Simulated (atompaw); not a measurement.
Logarithmic derivatives: Te, PAW (atompaw)

```
Element                 : Te
Generator               : atompaw 4.2.0.5
Type                    : PAW
Functional              : PBE
Relativity              : scalar-relativistic
Frozen core             : [Kr]
Valence charge          : 16
Reference configuration : 4d10 5s2 5p4
Partial waves           : 5s (bound): rc 2.40 bohr; 5s channel at 0.1 Ry: rc 1.75 bohr; 5p (bound): rc 2.40 bohr; 5p channel at -0.05 Ry: rc 2.40 bohr; 4d (bound): rc 2.40 bohr; 4d channel at -0.6 Ry: rc 1.55 bohr; 4f channel at 0.45 Ry: rc 2.40 bohr; 4f channel at 2.9 Ry: rc 2.40 bohr
Local potential         : bessel scheme, radius 2.35 bohr
Core correction         : smooth core density matched at 1.55 bohr
Augmentation charge     : sinc compensation charge, radius 2.30 bohr; PAW radius 2.40 bohr; waves and projectors: custom rrkj vanderbiltortho
```

The phase is arctan(r·u′/u) with u = r·R(r), unwrapped; energies in Ry, scanned from -5 to 5 Ry. A pole is an energy at which the radial function vanishes at the test radius. The pseudo phase is shifted by a multiple of π to meet the all-electron one at the reference energy, and phase errors are pseudo minus all-electron; the curves can meet again beyond the range given. Levels narrower than the energy grid can be missing from the lists of poles.

**Question.** For each channel, where are the poles, and over which energies does the pseudopotential scatter like the atom?

**Answer.**

```
channel  radius (bohr)  reference energy (Ry)  poles, all-electron  poles, pseudo  unbroken range about the reference energy with phases within 0.05 rad  phase error 1 Ry above the reference energy (rad)
      s           2.40                  -1.11                 0.38     0.38, 2.56                                                              below 2.0                                             -0.000
      p           2.40                  -0.44                 1.84           1.83                                                              below 4.6                                             -0.000
      d           2.40                  -3.06          -3.00, 4.39          -3.00                                                              below 1.1                                             +0.000
      f           2.40                   0.45                 2.50           2.50                                                              below 4.1                                             +0.006
```

Phases in the d channel:

```tsv
E (Ry)	all-electron	pseudo
-5.00	1.375	1.376
-4.52	1.361	1.362
-4.04	1.342	1.342
-3.56	1.300	1.301
-3.08	-1.118	-1.118
-2.60	-1.769	-1.768
-2.12	-1.815	-1.815
-1.64	-1.853	-1.853
-1.16	-1.898	-1.898
-0.68	-1.960	-1.960
-0.20	-2.057	-2.056
0.28	-2.230	-2.227
0.76	-2.605	-2.587
1.24	-3.373	-3.314
1.72	-4.047	-3.990
2.20	-4.352	-4.309
2.68	-4.501	-4.464
3.16	-4.588	-4.553
3.64	-4.647	-4.612
4.12	-4.691	-4.654
4.60	-4.728	-4.686
```
